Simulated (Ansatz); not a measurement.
Born–Oppenheimer molecular dynamics of CH7NO3Si2 (14 atoms, charge 0, multiplicity 1). It starts from a relaxed structure.

Computed with Ansatz 0.2.0, UKS LDA/STO-3G.

- ensemble: NVT, Langevin thermostat
- time step: 0.25 fs
- steps asked: 250
- set temperature: 300 K
- friction: 0.01 /fs
- seed: 152973

Frames 1.25 fs apart, positions in Å, forces in eV/Å.

Velocities at 0.0 fs (Å/ps):

```
O 1.06 -2.26 -11.36
Si 3.12 0.83 2.49
N -6.78 -1.41 0.73
C -2.15 0.68 1.62
Si -1.73 -1.14 2.17
O -1.30 1.48 1.21
O 4.07 2.29 -5.15
H 17.36 2.48 -20.08
H -23.08 3.28 3.65
H -5.59 -0.13 13.97
H -7.80 14.91 17.97
H 15.89 -27.14 19.17
H 1.39 5.89 22.77
H 22.00 -3.23 25.78
```

```xyz
14
Properties=species:S:1:pos:R:3:forces:R:3 time_fs=0.0 energy_less_start_eV=0.000 T=279
O 0.195 -2.049 2.033 0.00 0.00 0.00
Si 0.573 -0.534 1.342 0.01 0.00 0.00
N 1.335 -0.696 -0.224 0.00 0.00 0.00
C 0.696 0.231 -1.184 0.00 0.00 0.00
Si -0.744 0.736 -0.018 0.00 0.00 0.00
O -0.919 2.397 0.342 0.01 -0.01 0.00
O -2.310 0.383 -0.608 0.00 0.01 0.00
H -0.255 -2.561 1.263 0.00 0.00 0.00
H 1.375 0.051 2.416 0.00 0.00 0.00
H 2.322 -0.965 -0.428 0.00 0.00 0.00
H 0.397 -0.260 -2.137 0.00 0.00 0.00
H 1.331 1.101 -1.461 0.00 0.00 0.00
H -1.820 2.591 -0.118 -0.01 0.00 0.00
H -2.190 -0.454 -1.189 0.00 -0.01 0.00
14
Properties=species:S:1:pos:R:3:forces:R:3 time_fs=1.2 energy_less_start_eV=0.035 T=243
O 0.196 -2.052 2.020 0.02 -0.02 0.10
Si 0.576 -0.534 1.345 -0.31 -0.02 -0.22
N 1.327 -0.697 -0.223 -0.14 -0.18 0.17
C 0.693 0.232 -1.183 -0.02 -0.11 0.87
Si -0.745 0.735 -0.015 0.08 0.34 0.16
O -0.920 2.399 0.343 0.62 -0.22 0.28
O -2.304 0.386 -0.614 -0.06 0.22 0.16
H -0.232 -2.557 1.236 -0.03 -0.06 -0.05
H 1.349 0.056 2.421 0.20 0.10 0.20
H 2.313 -0.963 -0.409 0.21 -0.03 -0.14
H 0.388 -0.242 -2.117 -0.18 -0.39 -0.71
H 1.352 1.066 -1.438 0.25 0.65 -0.27
H -1.819 2.598 -0.087 -0.56 0.09 -0.29
H -2.163 -0.462 -1.159 -0.08 -0.36 -0.27
14
Properties=species:S:1:pos:R:3:forces:R:3 time_fs=2.5 energy_less_start_eV=0.082 T=207
O 0.198 -2.055 2.009 0.02 -0.05 0.15
Si 0.579 -0.534 1.346 -0.52 0.04 -0.23
N 1.319 -0.699 -0.221 -0.21 -0.36 0.25
C 0.688 0.231 -1.181 0.08 -0.10 1.21
Si -0.746 0.735 -0.012 0.15 0.60 0.30
O -0.920 2.401 0.345 0.89 -0.30 0.38
O -2.299 0.390 -0.619 -0.10 0.05 0.06
H -0.203 -2.554 1.208 -0.05 -0.11 -0.06
H 1.329 0.064 2.429 0.28 0.11 0.25
H 2.305 -0.961 -0.391 0.36 -0.05 -0.26
H 0.378 -0.230 -2.111 -0.23 -0.56 -0.97
H 1.373 1.039 -1.420 0.30 0.94 -0.42
H -1.826 2.602 -0.058 -0.78 0.10 -0.39
H -2.138 -0.476 -1.134 -0.20 -0.33 -0.27
14
Properties=species:S:1:pos:R:3:forces:R:3 time_fs=3.8 energy_less_start_eV=0.095 T=190
O 0.199 -2.057 1.998 -0.01 -0.14 0.13
Si 0.581 -0.534 1.346 -0.65 0.16 -0.01
N 1.310 -0.702 -0.219 -0.01 -0.53 0.17
C 0.685 0.230 -1.178 0.23 0.03 0.88
Si -0.746 0.734 -0.009 0.21 0.82 0.40
O -0.919 2.402 0.346 0.61 -0.23 0.24
O -2.294 0.394 -0.623 -0.11 -0.39 -0.18
H -0.175 -2.555 1.181 -0.02 -0.09 0.00
H 1.315 0.074 2.440 0.25 0.05 0.16
H 2.301 -0.958 -0.375 0.32 -0.04 -0.32
H 0.363 -0.226 -2.117 -0.05 -0.40 -0.65
H 1.393 1.031 -1.406 0.04 0.77 -0.45
H -1.842 2.603 -0.034 -0.45 0.00 -0.26
H -2.118 -0.493 -1.113 -0.35 0.00 -0.11
14
Properties=species:S:1:pos:R:3:forces:R:3 time_fs=5.0 energy_less_start_eV=0.111 T=202
O 0.198 -2.061 1.987 -0.03 -0.22 0.07
Si 0.582 -0.534 1.346 -0.74 0.29 0.35
N 1.300 -0.705 -0.217 0.42 -0.70 0.00
C 0.683 0.229 -1.175 0.41 0.30 0.04
Si -0.747 0.733 -0.006 0.26 0.98 0.47
O -0.915 2.404 0.348 -0.02 -0.08 -0.01
O -2.289 0.399 -0.628 -0.15 -0.57 -0.25
H -0.145 -2.561 1.155 0.01 -0.03 0.10
H 1.305 0.084 2.455 0.17 -0.06 -0.02
H 2.300 -0.953 -0.363 0.12 0.00 -0.33
H 0.346 -0.226 -2.134 0.25 -0.08 0.05
H 1.413 1.036 -1.401 -0.45 0.25 -0.35
H -1.863 2.601 -0.015 0.19 -0.16 -0.01
H -2.103 -0.504 -1.088 -0.45 0.08 -0.10
14
Properties=species:S:1:pos:R:3:forces:R:3 time_fs=6.2 energy_less_start_eV=0.168 T=179
O 0.198 -2.064 1.976 -0.07 -0.34 -0.03
Si 0.584 -0.534 1.346 -0.82 0.42 0.73
N 1.290 -0.708 -0.214 1.04 -0.85 -0.30
C 0.681 0.227 -1.171 0.50 0.55 -0.81
Si -0.746 0.733 -0.002 0.27 1.04 0.47
O -0.912 2.406 0.348 -0.59 0.07 -0.20
O -2.284 0.403 -0.633 -0.14 -0.79 -0.31
H -0.120 -2.566 1.130 0.07 0.08 0.24
H 1.297 0.096 2.469 0.08 -0.18 -0.20
H 2.301 -0.948 -0.356 -0.24 0.05 -0.29
H 0.330 -0.228 -2.155 0.54 0.20 0.77
H 1.425 1.045 -1.405 -0.85 -0.23 -0.20
H -1.883 2.593 0.001 0.76 -0.25 0.19
H -2.093 -0.519 -1.063 -0.53 0.25 -0.06
14
Properties=species:S:1:pos:R:3:forces:R:3 time_fs=7.5 energy_less_start_eV=0.214 T=150
O 0.197 -2.068 1.966 -0.09 -0.39 -0.15
Si 0.586 -0.533 1.346 -0.89 0.43 1.03
N 1.281 -0.713 -0.212 1.44 -0.89 -0.55
C 0.678 0.225 -1.169 0.42 0.62 -1.19
Si -0.745 0.734 0.002 0.27 1.05 0.44
O -0.909 2.409 0.348 -0.89 0.09 -0.29
O -2.280 0.406 -0.639 -0.13 -1.07 -0.38
H -0.094 -2.571 1.106 0.10 0.15 0.37
H 1.293 0.099 2.479 0.03 -0.24 -0.31
H 2.298 -0.943 -0.355 -0.42 0.04 -0.26
H 0.320 -0.227 -2.164 0.64 0.29 1.10
H 1.424 1.047 -1.411 -0.92 -0.38 -0.10
H -1.896 2.580 0.019 1.02 -0.24 0.26
H -2.092 -0.538 -1.039 -0.59 0.52 0.03
14
Properties=species:S:1:pos:R:3:forces:R:3 time_fs=8.8 energy_less_start_eV=0.194 T=162
O 0.196 -2.074 1.957 -0.04 -0.31 -0.14
Si 0.587 -0.532 1.347 -1.00 0.34 1.16
N 1.272 -0.718 -0.211 1.48 -0.80 -0.76
C 0.675 0.224 -1.168 0.21 0.59 -0.90
Si -0.744 0.736 0.005 0.27 1.07 0.41
O -0.907 2.413 0.349 -0.64 -0.07 -0.22
O -2.275 0.408 -0.644 -0.17 -1.07 -0.32
H -0.070 -2.575 1.089 0.08 0.15 0.35
H 1.288 0.097 2.484 0.05 -0.23 -0.30
H 2.288 -0.933 -0.362 -0.25 -0.06 -0.21
H 0.319 -0.222 -2.154 0.52 0.14 0.84
H 1.409 1.042 -1.416 -0.67 -0.20 -0.08
H -1.897 2.565 0.042 0.72 -0.10 0.15
H -2.098 -0.551 -1.013 -0.56 0.55 0.02
14
Properties=species:S:1:pos:R:3:forces:R:3 time_fs=10.0 energy_less_start_eV=0.165 T=183
O 0.195 -2.079 1.949 0.03 -0.17 -0.04
Si 0.587 -0.531 1.347 -1.13 0.17 1.19
N 1.264 -0.725 -0.211 1.39 -0.64 -0.93
C 0.673 0.224 -1.168 -0.03 0.57 -0.13
Si -0.743 0.739 0.007 0.28 1.06 0.38
O -0.907 2.417 0.347 0.14 -0.32 -0.02
O -2.269 0.410 -0.650 -0.28 -0.64 -0.11
H -0.045 -2.580 1.076 0.03 0.11 0.22
H 1.281 0.090 2.486 0.12 -0.17 -0.21
H 2.276 -0.922 -0.372 0.03 -0.19 -0.17
H 0.323 -0.214 -2.131 0.23 -0.20 0.14
H 1.385 1.039 -1.418 -0.24 0.13 -0.11
H -1.885 2.551 0.062 -0.12 0.11 -0.09
H -2.113 -0.554 -0.985 -0.46 0.16 -0.13
14
Properties=species:S:1:pos:R:3:forces:R:3 time_fs=11.2 energy_less_start_eV=0.185 T=172
O 0.193 -2.084 1.940 0.13 0.06 0.25
Si 0.587 -0.531 1.348 -1.19 0.03 1.14
N 1.256 -0.731 -0.212 1.20 -0.43 -1.00
C 0.669 0.224 -1.169 -0.18 0.54 0.75
Si -0.742 0.743 0.010 0.25 0.95 0.29
O -0.906 2.422 0.346 1.01 -0.53 0.19
O -2.265 0.412 -0.655 -0.35 -0.10 0.12
H -0.017 -2.586 1.069 -0.05 -0.04 -0.07
H 1.276 0.082 2.489 0.17 -0.11 -0.14
H 2.263 -0.915 -0.385 0.34 -0.30 -0.13
H 0.330 -0.216 -2.107 -0.10 -0.50 -0.64
H 1.359 1.040 -1.423 0.15 0.41 -0.14
H -1.872 2.537 0.079 -1.06 0.32 -0.33
H -2.134 -0.554 -0.959 -0.33 -0.30 -0.27
14
Properties=species:S:1:pos:R:3:forces:R:3 time_fs=12.5 energy_less_start_eV=0.200 T=151
O 0.190 -2.088 1.933 0.19 0.22 0.49
Si 0.585 -0.530 1.351 -1.14 -0.09 1.01
N 1.250 -0.737 -0.214 1.16 -0.24 -1.01
C 0.666 0.226 -1.169 -0.16 0.61 1.19
Si -0.740 0.747 0.013 0.20 0.80 0.16
O -0.904 2.426 0.344 1.10 -0.54 0.19
O -2.260 0.415 -0.662 -0.40 0.25 0.25
H 0.008 -2.590 1.062 -0.11 -0.16 -0.32
H 1.278 0.072 2.489 0.19 -0.05 -0.06
H 2.255 -0.913 -0.401 0.43 -0.36 -0.06
H 0.335 -0.227 -2.089 -0.32 -0.64 -1.12
H 1.340 1.049 -1.436 0.28 0.38 -0.08
H -1.873 2.529 0.091 -1.20 0.37 -0.34
H -2.157 -0.556 -0.937 -0.23 -0.55 -0.31
14
Properties=species:S:1:pos:R:3:forces:R:3 time_fs=13.8 energy_less_start_eV=0.172 T=164
O 0.186 -2.091 1.925 0.22 0.32 0.61
Si 0.582 -0.528 1.353 -1.08 -0.24 0.85
N 1.245 -0.743 -0.216 1.34 -0.11 -1.00
C 0.663 0.229 -1.168 -0.28 0.39 0.83
Si -0.739 0.751 0.017 0.12 0.60 0.02
O -0.902 2.429 0.343 0.18 -0.33 -0.02
O -2.255 0.418 -0.668 -0.44 0.33 0.28
H 0.034 -2.594 1.053 -0.14 -0.21 -0.45
H 1.283 0.063 2.487 0.23 0.01 0.04
H 2.253 -0.916 -0.414 0.26 -0.35 0.04
H 0.331 -0.248 -2.085 -0.26 -0.38 -0.85
H 1.328 1.058 -1.454 0.29 0.23 0.00
H -1.891 2.530 0.094 -0.30 0.25 -0.11
H -2.185 -0.561 -0.923 -0.14 -0.52 -0.25
```

Of the whole run (62 fs, mean temperature of the second half 223 K): The mean temperature of the second half is 26 % below the set value. A run of 0.062 ps of so small a system gives no equilibrium averages. Limits of this set-up: minimal basis.

The run took 12 min on 1 thread of Arm Neoverse V2, with other jobs on the host, peak memory 0.12 GiB.
